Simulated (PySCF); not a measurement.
Species: B₂ClH₃O.
Atom-mapped SMILES: `[BH2:1][O:2][BH:3][Cl:4]` (hydrogens: H5, H6 on B1; H7 on B3)

Jobs on this species (7 atoms, 38 electrons) with PySCF (density fitting). Hardware of each: one thread, Arm Neoverse N1 (aarch64), no GPU, shared host. The host was shared with other jobs, so the times are rough. Peak memory is the resident size of the whole Python process, interpreter and libraries included.

| level and settings | work | basis functions | SCF cycles | wall time | peak memory |
| --- | --- | --- | --- | --- | --- |
| delta-SCF UKS SCAN, pcX-2 on the ionised atom, pcseg-1 elsewhere, spin-free X2C | ΔSCF core ionisation, 5 holes | 117 | ? | ? | ? |
| PBE0-D3(BJ)/def2-SVP, grid level 1 | geometry optimisation from a GFN2-xTB start shaken at random | 75 | ? | ? | ? |
| delta-SCF UKS SCAN, pcX-1 on the ionised atom, pcseg-1 elsewhere, spin-free X2C | ΔSCF core ionisation, 5 holes | 97 | 75 | 18 s | 0.41 GiB |
| delta-SCF UKS SCAN, def2-TZVP on the ionised atom, pcseg-1 elsewhere, spin-free X2C | ΔSCF core ionisation, 5 holes | 94 | 75 | 20 s | 0.41 GiB |
| delta-SCF UKS PBE, pcX-2 on the ionised atom, pcseg-1 elsewhere, spin-free X2C | ΔSCF core ionisation, 5 holes | 117 | 76 | 16 s | 0.41 GiB |
| delta-SCF UKS B3LYP, pcX-2 on the ionised atom, pcseg-1 elsewhere, spin-free X2C | ΔSCF core ionisation, 5 holes | 117 | 72 | 27 s | 0.41 GiB |
| delta-SCF UKS HF, pcX-2 on the ionised atom, pcseg-1 elsewhere, spin-free X2C | ΔSCF core ionisation, 5 holes | 117 | 69 | 14 s | 0.41 GiB |
| delta-SCF UKS SCAN, pcX-2 on the ionised atom, pcseg-1 elsewhere, non-relativistic | ΔSCF core ionisation, 5 holes | 117 | 77 | 22 s | 0.41 GiB |
| delta-SCF UKS PBE0, pcX-2 on the ionised atom, pcseg-1 elsewhere, spin-free X2C | ΔSCF core ionisation, 5 holes | 117 | 68 | 25 s | 0.41 GiB |

Fill in the missing figures.

- delta-SCF UKS SCAN, pcX-2 on the ionised atom, pcseg-1 elsewhere, spin-free X2C; ΔSCF core ionisation, 5 holes: 26 s, 0.35 GiB, 90 SCF cycles
- PBE0-D3(BJ)/def2-SVP, grid level 1; geometry optimisation from a GFN2-xTB start shaken at random: 16 s, 0.32 GiB, 38 SCF cycles

What do all jobs in the table cost together?

About 3.1 min; the longest takes about 15 % of that, and about 1.9 times as long as the shortest.
